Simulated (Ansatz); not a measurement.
`[F][GeH]([Cl])[Br]` + CH₃OH → `C[O][GeH]([F])[Cl]` + HBr at 700 K and 1 bar (ligand exchange at a Ge–Br bond).

Isolated molecules relaxed with PBE0-D4/def2-TZVP in Ansatz; ΔE leaves out vibrations. CCSD(T)/CBS adds triple-zeta CCSD(T) − MP2 to the extrapolated MP2 energy (def2 sets, frozen cores). This one scheme is used for every species. For Br, Ge outer-core shells are correlated without core-valence functions, which leaves a few kJ/mol of doubt a bond. Scalar relativity is left out up to krypton. One conformer a species, not always the lowest.

| species | CCSD(T)/CBS energy (Eh) | H − E (kJ/mol) | S (J/(mol·K)) |
| --- | --- | --- | --- |
| `[F][GeH]([Cl])[Br]` | -5209.72032 | 87.2 | 414.8 |
| CH₃OH | -115.61712 | 170.8 | 288.5 |
| `C[O][GeH]([F])[Cl]` | -2751.40462 | 215.5 | 475.2 |
| HBr | -2573.91920 | 36.5 | 223.7 |

H − E and S are ideal-gas, rigid-rotor, harmonic terms from PBE0-D4/def2-TZVP, for one conformer and one mirror image of each species. 1 Eh = 2625.50 kJ/mol, R = 8.31446 J/(mol·K).

Question: By hand: ΔE, ΔH, ΔS and ΔG.

Answer: ΔE = (-2751.40462) + (-2573.91920) − (-5209.72032) − (-115.61712) = 0.01362 Eh = 35.8 kJ/mol. Δ(H − E) = 215.5 + 36.5 − 87.2 − 170.8 = -6.0, so ΔH = 29.8 kJ/mol. ΔS = 475.2 + 223.7 − 414.8 − 288.5 = -4.4 J/(mol·K). ΔG = 29.8 − 700 × (-4.4)/1000 = 32.9 kJ/mol.

Question: By hand: the equilibrium constant, and the temperature at which ΔG would vanish if ΔH and ΔS stayed fixed.

Answer: log₁₀ K = −ΔG/(RT ln 10) = -2.5. ΔH and −TΔS have one sign here, so there is no such temperature.

The number of gas molecules stays the same, so ΔS is small and ΔH decides. A doubt of 5 kJ/mol in ΔE shifts log₁₀ K by 0.4 here. Other conformers and mirror images would add mixing entropy, several J/(mol·K) or more a flexible species. Modes under 60 cm⁻¹, often nearly free rotors, make the harmonic entropy too high. These are equilibria of isolated gas molecules and say nothing of rates. Largest T1 diagnostic: 0.012 (customary marks: 0.02 for closed shells, 0.045 for open ones).

ΔS is within the doubt of such terms, so its sign, and with it that verdict, could turn.
